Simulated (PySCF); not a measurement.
# Computed structure and properties of [La(H2O)]3+

System: [La(H2O)]3+ (singlet); start: template (C2v). Method: PySCF 2.14.0, RKS TPSS, La def2-SVP with ECP46, O def2-SVP, H def2-SVP; non-relativistic Hamiltonian with scalar-relativistic core potentials where named; density fitting; no spin-orbit coupling.

Input of the relaxation:

```python
mol = gto.M(atom='''
La     0.00000     0.00000    -0.30141
O      0.00000     0.00000     2.25859
H      0.77000    -0.00000     2.84859
H     -0.77000     0.00000     2.84859''',
    basis={'La': 'def2-SVP', 'O': 'def2-SVP', 'H': 'def2-SVP'},
    ecp={'La': 'def2-SVP'},
    charge=3, spin=0)
mf = dft.RKS(mol, xc='TPSS')
mf.grids.atom_grid = (50, 194)  # f atoms: unpruned, at least (60, 302)
mf = mf.density_fit()  # fitting sets: La def2-universal-JKFIT, O def2-universal-JKFIT, H def2-universal-JKFIT
mf.conv_tol = 1e-08; mf.max_cycle = 55
mf.kernel(dm0)  # dm0: converged density of the start geometry
# quasi-Newton relaxation in Cartesian coordinates to a largest gradient under 0.00045 Eh/bohr, steps kept in the point group
```

Run from Python with OMP_NUM_THREADS=2; the lines above give its settings. Where DIIS fails, smearing, a level shift and second-order steps follow.
It took 6.8 s on 2 threads of Arm Neoverse V2, on a shared host, from the converged density of the start.

Course of the relaxation:

| step | energy above end (eV) | largest force component within the symmetry (eV/Å) |
| --- | --- | --- |
| 0 | 0.2246 | 3.089 |
| 1 | 0.0911 | 1.152 |
| 2 | 0.0139 | 0.420 |
| 3 | 0.0030 | 0.446 |
| 4 | 0.0000 | 0.058 |
| 5 | 0.0000 | 0.005 |

Relaxed geometry (C2v):

```xyz
4

La    0.0000    0.0000   -0.1610
O     0.0000    0.0000    2.1853
H     0.7855    0.0000    2.8150
H    -0.7855    0.0000    2.8150
```

| contact | Å |
| --- | --- |
| La1–O2 (H2O) | 2.346 |

On the finer grid (75, 302):

```
HOMO                                                          : -25.37 eV
LUMO                                                          : -20.53 eV
Dipole about the centre of mass                               : 2.64 D
Set of Mulliken populations of La1 outside the core potential : s 2.03, p 6.03, d 0.34, f 0.04
D3(BJ) dispersion energy (not in the energies)                : -0.075 eV
```

```csv
atom,Mulliken (e),Löwdin (e),spin (e)
La1,2.55,2.45,0.00
O2,-0.27,0.08,0.00
H3,0.36,0.24,0.00
H4,0.36,0.24,0.00
```

No frequency check is given for this geometry.

Taking off one H2O (charge 0, singlet; the rest: singlet) in vacuum, both parts rigid, costs 4.55 eV; the small basis without counterpoise inflates it. Parting with an electron moved from the ligand to the metal can be far cheaper, even downhill.

Rigid scan of H2O along the line from its metal:

```
distance to O2 (Å)  energy (eV)
              2.05        0.778
              2.15        0.297
              2.25        0.064
              2.35        0.000
              2.45        0.048
              2.55        0.168
              2.75        0.514
```

One start shape was tried, so this needn't be the lowest isomer.
